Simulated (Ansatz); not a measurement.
## From F to I: the atomisation energy (no zero-point term)

Gas-phase molecules, one atom swapped for its congeners: BCl2F (dichlorofluoroborane) `FB(Cl)Cl`; BCl3 (boron trichloride) `ClB(Cl)Cl`; BBrCl2 (bromodichloroborane) `ClB(Cl)Br`; BICl2 (dichloroiodoborane) `ClB(Cl)I`. All are singlets with charge 0.

Shapes, held fixed at every level: PBE0-D4/def2-TZVP. Programs: Ansatz 0.2.0. Values in eV.

```tsv
level	BCl2F	BCl3	BBrCl2	BICl2
HF/def2-TZVPP	12.27	10.60	9.94	9.20
SPW92/def2-TZVPP	18.97	16.61	15.89	15.09
BHLYP-D4/def2-TZVPP	15.37	13.44	12.77	12.04
wB97X-V/def2-TZVPP	16.16	14.14	13.42	12.66
B2PLYP/def2-TZVPP	15.96	13.85	13.17	12.43
CCSD/def2-TZVPP	15.27	13.20	12.56	11.81
CCSD(T)/def2-TZVPP	15.63	13.58	12.95	12.21
```

At CCSD(T)/def2-TZVPP the atomisation energy falls at every step, from 15.63 to 12.21 eV. Every level shows the same order. For atoms past krypton def2 sets carry core potentials with scalar relativity. Relativity is left out for Br. Outer-core shells of Br, I are correlated in most correlated rows, in sets that cover them unevenly. Spin-orbit coupling, which grows down the group, is left out (summed over each molecule's free atoms 0.09, 0.11, 0.23, 0.39 eV). Coupled cluster in double- or triple-zeta sets underbinds by a few per cent against its basis-set limit. CCSD also lacks the triples, which bind further.
